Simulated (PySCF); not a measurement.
# Checking a proposed structure

A compound C4H10OSi2 gives the data below (simulated from a calculation) and was assigned the structure `C=CO/C([SiH3])=C\[SiH3]`.

$^{13}$C{$^{1}$H} NMR (computed): δ 199.7 (CH), 148.7 (CH), 133.4 (CH), 53.6 (CH2).

$^{1}$H NMR (400 MHz, computed): δ 9.59 (t, 1H), 6.59 (m, 1H), 6.34 (m, 1H), 4.43 (m, 2H), 3.48 (t, 3H), 3.21 (m, 2H).

[PySCF 2.14: shieldings: GIAO PBE0/pcSseg-1; GFN2-xTB structure; isolated molecule; averaged over atoms made equivalent by symmetry, fast rotation or ring inversion; non-relativistic; a single conformation]

Shifts are taken against calculated references (same method and geometry level): $^{1}$H (σ = 31.72 ppm) and $^{13}$C (σ = 186.93 ppm) against TMS.

(1) Compare with the shifts computed for the proposed structure, pairing carbons in order of shift.

(2) Which isomer fits?

Results:

(1) Structure with atom numbers: `[CH2:1]=[CH:2][O:3]/[C:4]([SiH3:5])=[CH:6]\[SiH3:7]`. Each H is labelled by its parent atom.

| atom | computed for proposal | given list | difference |
| --- | --- | --- | --- |
| C4 | 174.2 | 199.7 | -25.5 |
| C2 | 155.8 | 148.7 | +7.1 |
| C6 | 122.0 | 133.4 | -11.4 |
| C1 | 97.4 | 53.6 | +43.8 |

The rms difference is 26.2 ppm and the largest +43.8 ppm at C1 (β carbon of an enol-ether or enamine type C=C). The carbon types in order of shift don't match either: C, CH, CH, CH2 for the proposal against CH, CH, CH, CH2 in the data. The proposal doesn't fit.

(2) `O=CC/C=C\[SiH2][SiH3]`.

Carbon types of the structure: 3 × CH, 1 × CH2, leaving 5 H on heteroatoms. δC 199.7: aldehyde carbonyl carbon; low-lying n→π* states of the double bond to the heteroatom give a large paramagnetic term (-264 ppm). δC 148.7, 133.4: alkene CH; the olefinic region. δC 53.6: sp3 CH2 α to a carbonyl; the adjacent C=O deshields it moderately. δH 9.59: hydrogen on an aldehyde carbonyl carbon; the C=O anisotropy and electron withdrawal place aldehyde protons far downfield.

The data come from this structure; uniqueness wasn't tested.

Shifts are as computed. Against solution values, carbons near 30 ppm lie about +3 ppm off and those near 130 ppm about +5 ppm. Of 1211 compounds with measured shifts, 218 miss one by over three times the rms of a fit or turn the order of signals round; such compounds aren't used in these exercises. Multiplicities follow the n + 1 count of equivalent neighbours, as no J values were calculated; m marks all less simple cases, F and P coupling included.
